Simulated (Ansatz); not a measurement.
Species: chloro(trimethyl)silane, C$_{3}$H$_{9}$ClSi, charge 0, multiplicity 1. 
Geometry from a B3LYP-D3(BJ)/def2-TZVP (Ansatz, a quantum-chemistry and plane-wave program) optimisation:
SMILES: C[Si](C)(C)Cl
```xyz
14

C     -0.9897     1.3069    -1.1321
Si    -0.0984    -0.1072    -0.3021
C      1.4352    -0.5969    -1.2463
C     -1.2311    -1.5660    -0.0342
Cl     0.5154     0.5616     1.5827
H     -1.3335     1.0094    -2.1263
H     -1.8597     1.6163    -0.5506
H     -0.3330     2.1712    -1.2446
H      1.9741    -1.3937    -0.7310
H      1.1697    -0.9560    -2.2442
H      2.1124     0.2513    -1.3597
H     -1.5827    -1.9564    -0.9929
H     -2.1032    -1.2809     0.5567
H     -0.7148    -2.3710     0.4913
```
Charge 0, spin multiplicity 1.

Property: atomisation energy (electronic, to ground-state atoms), in eV. Valence correlation only, unless marked. Open shells are spin-unrestricted. Spin-orbit coupling is left out. Non-relativistic unless marked X2C. The coupled-cluster limit lacks core correlation, which all-electron functionals hold. CBS marks a two-point X^-3 extrapolation of the correlation energy; Hartree-Fock from the larger set.

| level | program | atomisation energy (eV) |
|---|---|---|
| PBE-D4/def2-TZVPD | Ansatz + dftd4 | 55.01 |
| r2SCAN-D4/def2-TZVPD | Ansatz + dftd4 | 54.67 |
| B3LYP-D4/def2-TZVPD | Ansatz + dftd4 | ___ |
| PBE0-D4/def2-TZVPD | Ansatz + dftd4 | 54.65 |
| HSE06-D4/def2-TZVPD | Ansatz + dftd4 | 54.68 |
| CAM-B3LYP/def2-TZVPD | Ansatz | 54.33 |
| LC-wPBE-D4/def2-TZVPD | Ansatz + dftd4 | 54.63 |
| RPA@PBE/cc-pV(T+d)Z | Ansatz | ___ |
| SCS-MP2/STO-3G | Ansatz | 58.27 |
| SCS-MP2/cc-pV(D+d)Z | Ansatz | 50.76 |
| CCSD/aug-cc-pV(D+d)Z | Ansatz | ___ |
| X2C-CCSD(T)/cc-pVTZ-DK | Ansatz | ___ |
| CCSD(T)/CBS(cc-pV(T+d)Z,cc-pV(Q+d)Z) | Ansatz | 54.62 |

Task: Complete the blanks.

Result: 
- B3LYP-D4/def2-TZVPD, atomisation energy (eV): 54.42
- RPA@PBE/cc-pV(T+d)Z, atomisation energy (eV): 51.05
- CCSD/aug-cc-pV(D+d)Z, atomisation energy (eV): 50.66
- X2C-CCSD(T)/cc-pVTZ-DK, atomisation energy (eV): 53.13
